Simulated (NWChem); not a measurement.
System: CH₆BFOSi; SMILES B(OC)(F)[SiH3]

```xyz
11

B     -0.6265     0.1013     0.0000
F     -1.9450    -0.0778     0.0000
O     -0.2153     1.3785     0.0000
C      1.1226     1.7990     0.0000
H      1.3114     2.4147    -0.8924
H      1.3114     2.4147     0.8924
H      1.8332     0.9548     0.0000
Si     0.5985    -1.5382     0.0000
H      1.4927    -1.5382     1.2030
H      1.4927    -1.5382    -1.2030
H     -0.1972    -2.8018     0.0000
```
Atoms are numbered in this order, from 1.

Program: NWChem. Pople sets run with spherical d functions. The geometry was optimised at PBE0/def2-SVP.

Question: Taking Hartree-Fock/6-311++G** as the yardstick, which of these has the fewest basis functions while keeping “dipole (D)” within 0.1 D of it: Hartree-Fock/3-21G; Hartree-Fock/STO-3G; Hartree-Fock/6-311G**; Hartree-Fock/6-31G*; Hartree-Fock/6-31+G*?

Answer: Hartree-Fock/6-31+G*.
```
level                    basis functions  dipole (D)
-----------------------  ---------------  ----------
Hartree-Fock/STO-3G                   35        1.64
Hartree-Fock/3-21G                    61        2.92
Hartree-Fock/6-31G*                   86        2.42
Hartree-Fock/6-31+G*                 106        2.60
Hartree-Fock/6-311G**                134        2.55
Hartree-Fock/6-311++G**              160        2.63
```

The yardstick is one finite set, not the basis-set limit.
